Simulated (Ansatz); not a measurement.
Geometry optimisation, RKS B3LYP-D4/def2-SVP in Ansatz.

Input:

```yaml
crystal:
  periodic: [false, false, false]
  atoms:
    - { symbol: B, position_ang: [-0.201485, 0.477269, -0.35295] }
    - { symbol: O, position_ang: [-0.099156, -0.2015, 2.162571] }
    - { symbol: H, position_ang: [-1.063189, -0.132914, 2.222743] }
    - { symbol: H, position_ang: [0.855921, -0.022163, -0.608157] }
    - { symbol: O, position_ang: [-1.404529, -0.082917, -0.53356] }
    - { symbol: H, position_ang: [-1.348152, -1.011771, -0.796793] }
    - { symbol: Br, position_ang: [-0.20049, 2.425018, 0.152803] }
    - { symbol: H, position_ang: [0.18988, 0.732579, 2.286642] }
basis:
  gaussian: { orbitals: def2-SVP }
hamiltonian:
  xc: b3lyp
  dispersion: d4
relax:
  f_tol: 0.03
  max_steps: 50
```

Launched with:

```bash
$ ansatz run input.yaml --threads 2 --pin off --max-ram 3072MiB --backend cpu --events-out ev --progress --plain --runs-dir out
```

Q: Where does it end, and by what steps?

A: The forces met the threshold. After 26 steps the energy has fallen by 0.082 eV; O2 moved furthest, 0.46 Å. Joined: B1–O2.

```
step  energy less start (eV)  largest force component (eV/Å)  accepted
   0                  0.0000                           0.771       yes
   1                 -0.0287                           0.531       yes
   2                 -0.0278                           0.823        no
   3                 -0.0361                           0.585       yes
   4                 -0.0394                           0.165       yes
   5                 -0.0448                           0.090       yes
   6                 -0.0461                           0.054       yes
   7                 -0.0475                           0.112       yes
   8                 -0.0498                           0.228       yes
   9                 -0.0535                           0.274       yes
  10                 -0.0586                           0.299       yes
  11                 -0.0626                           0.111       yes
  12                 -0.0643                           0.091       yes
  13                 -0.0667                           0.126       yes
  14                 -0.0672                           0.399       yes
  15                 -0.0714                           0.147       yes
  16                 -0.0724                           0.217       yes
  17                 -0.0755                           0.078       yes
  18                 -0.0766                           0.086       yes
  19                 -0.0490                           1.078        no
  20                 -0.0797                           0.052       yes
  21                 -0.0769                           0.335        no
  22                 -0.0813                           0.036       yes
  23                 -0.0815                           0.122       yes
  24                 -0.0819                           0.066       yes
  25                 -0.0820                           0.069       yes
  26                 -0.0822                           0.022       yes
```

```xyz
8
Properties=species:S:1:pos:R:3
B -0.181 0.347 0.068
O -0.057 0.002 1.749
H -0.958 -0.304 1.964
H 0.820 -0.110 -0.424
O -1.431 -0.173 -0.243
H -1.383 -0.856 -0.921
Br -0.123 2.397 0.174
H 0.041 0.881 2.165
```

Whether the end is a true minimum wasn't checked by a vibrational analysis.

Run time: 2.8 min on 2 threads of AMD EPYC (Zen 3) (shared host), peak memory 0.21 GiB.
